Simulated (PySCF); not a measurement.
BI₂, SMILES I[B]I, multiplicity 2. Geometry: PBE0-D3(BJ)/def2-TZVP. The isomer is the one that the SMILES or the coordinates give; other isomers of the formula were not compared. The def2 effective core potentials stand for the cores of I; spin–orbit coupling is left out.

Q: Give the equilibrium geometry at PBE0-D3(BJ)/def2-TZVP (PySCF confirms it by a frequency run) as bond lengths and angles, and its point group. (Estimate from the structure and the level; the computed values follow.)

A: point group C2v.
Atoms: I1 B2 I3. Bonds (Å): I1–B2 2.087, B2–I3 2.087. Bond angles (°): I1–B2–I3 128.2.
Charge 0, spin multiplicity 2.
